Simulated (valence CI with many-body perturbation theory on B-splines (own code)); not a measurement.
## Sn18+: key properties

Method: configuration interaction combined with many-body perturbation theory (CI+MBPT): four valence electrons over a frozen Dirac-Fock core [Ar] 3d10, a basis of 9 s, 9 p, 8 d, 6 f, 3 g, 1 h functions for each j, with the one-electron correlation potential Σ1, the two-electron term Σ2, the three-electron term Σ3, Breit, model QED; selected CI, second order for the rest, scaled by the run's own slope (own B-spline code, finite nucleus).

No measured levels were compared; by estimate levels hold to about 250 cm⁻¹ or 0.2 % of their energy and the worst to 1 %, as in measured heavy ions of charge 2 to 7; those with d or f electrons hold less well.

Levels are named by their leading jj configuration (3d3/2^4 stands for four electrons in 3d with j = 3/2), which in mixed levels can hold well under half, so a name can repeat and another be missing.

Rates and lifetimes use the calculated energies. Strong lines usually hold to 10 to 20 %, long lifetimes can be off by a factor of two.

What is the ground level?

(4s^2 4p1/2^2) J=0, composition 80 % 4s²4p² ³P + 18 % 4s²4p² ¹S.

Name the longest-lived excited levels whose lifetime is computed, and their main decay.

(4s^2 4p1/2 4p3/2) J=2 at 10.45 eV lives 18.7 ms, mostly by M1 to (4s^2 4p1/2 4p3/2) J=1; (4s^2 4p1/2 4p3/2) J=1 at 8.39 eV lives 221 μs, mostly by M1 to (4s^2 4p1/2^2) J=0; (4s^2 4p3/2 4d5/2) J=4 at 93.12 eV lives 187 μs, mostly by M1 to (4s^2 4p1/2 4d5/2) J=3.

Where does the other parity begin?

At (4s 4p1/2^2 4p3/2) J=2, 48.00 eV.

How well does LS coupling describe the low levels?

Among the lowest 20 levels the leading LS term, summed over configurations, holds 71 % on average. For single configurations the figures are 68 % in LS and 83 % in jj coupling. Terms mix most in the J = 2 level at 67.74 eV, where the leading one holds 45 %.

What is the ionisation energy?

507.33 eV; NIST lists 506 ± 3 eV (theoretical).

What are the static dipole polarisabilities of the lowest levels?

(4s^2 4p1/2^2) J=0 0.309; (4s^2 4p1/2 4p3/2) J=1 0.324 (tensor 0.012); (4s^2 4p1/2 4p3/2) J=2 0.323 (tensor 0.013); (4s^2 4p3/2^2) J=2 0.335 (tensor 0.014) bohr³, of which the core gives 0.0184.

Among levels below 125.25 eV, which E1 lines absorb most strongly from the ground level?

to (4s^2 4p1/2 4d3/2) J=1 at 13.80 nm, f = 1.73; to (4s 4p1/2^2 4p3/2) J=1 at 22.10 nm, f = 0.339; to (4s 4p1/2 4p3/2^2) J=1 at 16.94 nm, f = 0.193.
